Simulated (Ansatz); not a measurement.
A calculation with Ansatz (development build ahead of 0.2.0).

```yaml
crystal:
  periodic: [false, false, false]
  atoms:
    - { symbol: Ce, position_ang: [0.0, 0.0, 0.0] }
basis:
  gaussian: { orbitals: def2-SVP }
total_charge: 3
magnetization:
  initial_magnetization: 1
hamiltonian:
  xc: pbe0
scf:
  omitted_lower_state_checks: [starts, atomic_configurations, cluster_reference, orbital_swaps, given_window_search, neighbouring_geometries, increment]
output:
  forces: true
```

The input is written out in the form of the current development build from the run's settings. The basis set brings a core potential for Ce, so the total leaves out those core electrons.

Results

- Converged: yes
- Total energy: -473.54193 hartree
- Spin squared of the determinant: 0.750
- Stability test: minimum among restricted orbitals

Forces (eV/Å):
```csv
atom,Fx,Fy,Fz
Ce1,0.000,0.000,0.000
```
